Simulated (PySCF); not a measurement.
AsFH₄Si, SMILES F[SiH2][AsH2]. Geometry optimised at TPSSh-D3(BJ)/def2-SVP.

### Question
Give the equilibrium geometry at TPSSh-D3(BJ)/def2-SVP (PySCF confirms it by a frequency run) as a Z-matrix. (Estimate from the structure and the level; the computed values follow.)

### Answer

```
Si
F 1 1.6336
H 1 1.4854 2 107.47
H 1 1.4860 3 110.00 2 117.72
As 1 2.3677 3 113.95 4 122.34
H 5 1.5260 1 92.23 3 35.49
H 5 1.5290 6 92.11 1 89.65
```
